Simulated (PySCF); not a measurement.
# Sulfur: a sound run and one with changed settings

Sound run: S⁺ [Ne] 3s2 3p3, S²⁺ [Ne] 3s2 3p2. Computed with PySCF 2.14 in cc-pVDZ-DK (4s3p1d, 18 functions), with scalar relativity by spin-free X2C-1e. In the sound run the correlated levels freeze [Ne]. The sound run starts from symmetry-adapted Hartree-Fock orbitals and uses a fine grid where one is needed.

Changed run: all electrons correlated in a basis built for the valence shell.

| species | method | sound run (hartree) | changed run (hartree) | converged |
| --- | --- | --- | --- | --- |
| S⁺ | MP2 | -398.30715 | -398.31297 | yes |
| S⁺ | CCSD(T) | -398.32647 | -398.33191 | yes |
| S²⁺ | MP2 | -397.45603 | -397.46202 | yes |
| S²⁺ | CCSD(T) | -397.47824 | -397.48397 | yes |

Ionisation energy of S⁺:

```csv
method,sound run (eV),changed run (eV)
UHF,22.740,22.740
MP2,23.160,23.156
SCS-MP2,23.008,23.003
CCSD,23.079,23.071
CCSD(T),23.082,23.074
```

A valence basis has no tight correlating functions, so it recovers only part of the core correlation, and not evenly between atom and ion.

For comparison, NIST gives 23.338 eV between the lowest levels.
